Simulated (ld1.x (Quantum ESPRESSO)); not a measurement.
**manganese: one change to a TM semilocal potential, before and after**

ld1.x (Quantum ESPRESSO) 7.5 input, shortened:

```
&input
   title='Mn', zed=25., rel=1, dft='PBE', iswitch=3,
   config='[Ar] 3d5 4s1 4p1'
 /
 &inputp
   pseudotype=1, tm=.true., lloc=2,
   nlcc=.false.
 /
3
3S  1  0   2.00   0.00  0.95  0.95  0.0
3P  2  1   6.00   0.00  1.25  1.25  0.0
3D  3  2   5.00   0.00  1.65  1.65  0.0
 &test
   configts(1)='3s2 3p6 3d5 4s1 4p1'
 /
```

Occupied shells without a wave of their own: 4p, 4s. They enter only through the test configuration that unscreens the potential.

Change: all radii scaled by about 0.86 (s 0.82, p 1.08, d 1.42 bohr).

Cutoffs: the cutoffs (Ry, on a coarse ladder) from which the occupation-weighted sum of valence levels, in a spherical-Bessel basis at the reference potential, stays within 10 and 1 mRy of its value at 400 Ry; they do not see the model core or the augmentation charge, which bear on the density cutoff. Errors are all-electron minus pseudo energies relative to the spin-unpolarised reference configuration.

Question: Predict the effect on cutoff, ghosts and configuration errors.

Answer: Of the 7 tests that both files solve, the error grows in 0 and shrinks in 7 by more than 15 % and 0.3 meV (median size 134.6 → 55.2 meV); neither file shows a bound ghost. Less of the atom is replaced, so other configurations are described better. A semilocal file is local in each channel, so a ghost entry of none says nothing of the separable form that plane-wave codes build from it.

| quantity | base | changed |
| --- | --- | --- |
| cutoff, loose | 160 Ry | 180 Ry |
| cutoff, tight | 260 Ry | over 300 Ry |
| loose cutoff by channel (10 mRy a level) | s 140 Ry, p 50 Ry, d 80 Ry | s 160 Ry, p 50 Ry, d 100 Ry |
| bound ghosts | none | none |
| largest miss of a reference level, eV | 0.10 | 0.05 |
| error for 3s2 3p6 3d5 4s2 4p0, meV [ΔE -3.86 eV] | +75 | +33 |
| error for 3s2 3p6 3d5 4s1 4p0, meV [ΔE 4.56 eV] | -33 | -21 |
| error for 3s2 3p6 3d5 4s0 4p0, meV [ΔE 20.16 eV] | -204 | -105 |
| error for 3s2 3p6 3d4 4s0 4p0, meV [ΔE 52.68 eV] | -358 | -188 |
| error for 3s2 3p6 3d4 4s2 4p0, meV [ΔE 9.33 eV] | +135 | +53 |
| error for 3s2 3p6 3d3 4s0 4p0, meV [ΔE 103.44 eV] | -353 | -204 |
| error for 3s1 3p6 3d5 4s2 4p0, meV [ΔE 89.65 eV] | -83 | -55 |

Base: The 4p, 4s levels have no wave, so the channel is fitted at the deeper level alone: the likely source of the large errors. Changed file: The 4p, 4s levels have no wave, so the channel is fitted at the deeper level alone: the likely source of the large errors.
